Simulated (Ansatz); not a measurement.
Reactions of CH₅FGeO, SMILES `O[CH](F)[GeH3]`.

Gas-phase electronic energies from Ansatz, PBE0-D4/def2-TZVP geometries. CCSD(T)/CBS adds triple-zeta CCSD(T) − MP2 to the extrapolated MP2 energy (def2 sets, frozen cores). This one scheme is used for every species, atoms too. For atomizations the MP2-based limit and the directly extrapolated one differ by several kJ/mol either way, and by 10 to 25 for some Ge, Se and Sn compounds, so smaller differences from it don't rank the levels. DFT in def2-TZVPP. No spin–orbit coupling; open shells (•) take unrestricted orbitals. Spin–orbit coupling would lower the free atoms: a little for C, F, O; clearly for Ge. Bonds to Ge are less sure, by a few kJ/mol each and by 10 to 20 or more in all where they break to atoms, as the def2 sets lack core-valence functions. Scalar relativity is left out up to krypton. One conformer a species, not always the lowest.

| reaction | MP2/CBS(def2) (kJ/mol) | CCSD/CBS(def2) (kJ/mol) | PBE-D4 (kJ/mol) | HF/CBS(def2) (kJ/mol) | CCSD(T)/CBS(def2) (kJ/mol) |
| --- | --- | --- | --- | --- | --- |
| `O[CH](F)[GeH3]` + `BS` → `BS[CH](F)[GeH3]` + H₂O | -26 | -14 | -11 | 11 | -18 |
| `O[CH](F)[GeH3]` → C• + F• + Ge• + 5 H• + O• | 2994 | 2907 | 2995 | 2043 | 2954 |
| `O[CH](F)[GeH3]` + H₂ → `O[CH2][GeH3]` + H–F | -82 | -80 | -58 | -76 | -77 |
| `O[CH](F)[GeH3]` → `[CH]F` + `[OH][GeH3]` | 319 | 294 | 326 | 241 | 298 |
| `O[CH](F)[GeH3]` + H₂ → `F[CH2][GeH3]` + H₂O | -76 | -79 | -62 | -83 | -75 |

Largest T1 diagnostic: 0.018, for `[CH]F`.
